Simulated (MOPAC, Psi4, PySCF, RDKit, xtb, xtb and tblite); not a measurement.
Two geometries of C10H10S2, SMILES c1ccc(CCc2cccs2)s1, singlet, relaxed at GFN2-xTB with one dihedral held; other torsions can differ between them too.

Structure A

```
22

C      2.2528     1.5652    -0.0323
C      2.6784     1.2391     1.2119
S      2.2386    -0.3675     1.6419
C      1.4662    -0.6089     0.1072
C      0.7484    -1.8788    -0.1883
C     -0.6143    -1.9100     0.5350
C     -1.4666    -0.7736     0.0907
C     -1.6929     0.4084     0.7221
C     -2.4987     1.2967    -0.0274
C     -2.8664     0.7806    -1.2248
S     -2.2391    -0.8035    -1.4626
C      1.5546     0.5085    -0.6614
H      2.4259     2.5225    -0.4904
H      3.2275     1.8367     1.9120
H      0.5848    -1.9571    -1.2651
H      1.3419    -2.7346     0.1398
H     -1.1070    -2.8603     0.3189
H     -0.4504    -1.8364     1.6120
H     -1.2999     0.6402     1.6962
H     -2.7861     2.2749     0.3145
H     -3.4698     1.2250    -1.9910
H      1.1370     0.5773    -1.6502
```

Structure B

```
22

C      2.8070     1.0223     1.1336
C      2.1168     1.7827     0.2500
S      0.9167     0.8733    -0.5831
C      1.3541    -0.5683     0.2805
C      0.6163    -1.8388     0.0432
C     -0.8339    -1.7744     0.5974
C     -1.8399    -1.9792    -0.4807
C     -2.4451    -1.0405    -1.2559
C     -3.3076    -1.5944    -2.2300
C     -3.3417    -2.9484    -2.1860
S     -2.3211    -3.5785    -0.9524
C      2.3672    -0.3223     1.1522
H      3.6009     1.3990     1.7534
H      2.2321     2.8249     0.0285
H      0.5769    -2.0413    -1.0297
H      1.1626    -2.6549     0.5179
H     -0.9630    -2.5335     1.3695
H     -1.0031    -0.7967     1.0535
H     -2.2795     0.0154    -1.1359
H     -3.8749    -1.0059    -2.9288
H     -3.9023    -3.6261    -2.7985
H      2.7933    -1.0775     1.7887
```

Which is lower in energy at the level Psi4 with B3LYP-D3(BJ)/def2-SVP // GFN2-xTB, and by how much?

A is lower, by 18.18 kJ/mol (dihedral C4–C5–C6–C7: 60° in A, 120° in B).

E(B) − E(A) in kJ/mol at the other levels, on the same two geometries: GFN2-xTB (xtb and tblite) 14.85; MMFF94 // GFN2-xTB (RDKit) 8.92; B3LYP/def2-SVP // GFN2-xTB (Psi4) 10.16; PBE/def2-SVP // GFN2-xTB (Psi4) 11.39; PBE-D3(BJ)/def2-SVP // GFN2-xTB (Psi4) 16.44; UFF // GFN2-xTB (RDKit) 18.79; PM3, restricted, heats of formation // GFN2-xTB (MOPAC) -0.81; PM7, restricted, heats of formation // GFN2-xTB (MOPAC) 7.42; GFN1-xTB // GFN2-xTB (xtb) 10.87; restricted B3LYP/6-31G*, spherical d, density fitting // GFN2-xTB (PySCF) 9.54; restricted B3LYP/3-21G, density fitting // GFN2-xTB (PySCF) 10.66; restricted Hartree-Fock/3-21G, density fitting // GFN2-xTB (PySCF) 12.61; restricted BP86/6-31G*, spherical d, density fitting // GFN2-xTB (PySCF) 9.39.
